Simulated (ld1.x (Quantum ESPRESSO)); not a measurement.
bromine (Br), PAW: configuration errors across variants

Br, PAW, made with ld1.x (Quantum ESPRESSO) 7.5 (LDA (PZ), scalar-relativistic). Core [Ar] 3d10, reference 4s2 4p5. Waves: 4s (bound): rcut 1.25, rcutus 1.65 bohr; 4s channel at -0.15 Ry: rcut 1.25, rcutus 1.65 bohr; 4p (bound): rcut 1.30, rcutus 1.55 bohr; 4p channel at 1.6 Ry: rcut 1.30, rcutus 1.55 bohr. Local part: all-electron potential smoothed inside 1.55 bohr (lloc = -2). Core correction: Bessel-smoothed model core inside 1.10 bohr. Augmentation charge: PSQ, inside the norm-conserving radii.

All-electron excitation energies from the reference (eV): (1) 4s2 4p4 12.708; (2) 4s2 4p3 35.652; (3) 4s2 4p2 69.873; (4) 4s2 4p1 116.223; (5) 4s2 4p4.5 5.150; (6) 4s1 4p5 25.751; (7) 4s2 4p5.3 -2.007; (8) 4s2 4p5 spin -0.151; (9) 4s2 4p4 spin 11.998.

Spin tests fill each open shell by Hund’s rule, majority spin first.

Errors AE − PS in meV (a dash: test not solved or not reliable):

| change | (1) | (2) | (3) | (4) | (5) | (6) | (7) | (8) | (9) | bound ghosts |
| --- | --- | --- | --- | --- | --- | --- | --- | --- | --- | --- |
| base | -4.7 | -25 | -85 | -223 | -1.4 | -14 | +0.3 | -0.6 | -8.1 | none |
| core correction a·sin(br)/r model core, default radius (ld1.x builds one for every PAW set, though the input has nlcc=.false.) | -4.4 | -24 | -83 | -222 | -1.3 | -14 | +0.3 | -0.5 | -7.2 | none |
| core correction Bessel-smoothed model core inside 0.82 bohr | -4.7 | -25 | -85 | -223 | -1.4 | -14 | +0.3 | -0.6 | -8.1 | none |
| core correction Bessel-smoothed model core inside 1.08 bohr | -4.7 | -25 | -85 | -223 | -1.4 | -14 | +0.3 | -0.6 | -8.1 | none |
| core correction Bessel-smoothed model core inside 1.24 bohr | -4.7 | -25 | -85 | -223 | -1.4 | -14 | +0.3 | -0.6 | -8.1 | none |
| core correction Bessel-smoothed model core inside 1.78 bohr | -4.7 | -25 | -85 | -225 | -1.4 | -14 | +0.3 | -0.6 | -8.0 | none |

(1) Give the same row for: core correction Bessel-smoothed model core inside 1.60 bohr.

## Answers

(1) -4.7, -25, -85, -224, -1.4, -14, +0.3, -0.6, -8.0; bound ghosts: none.
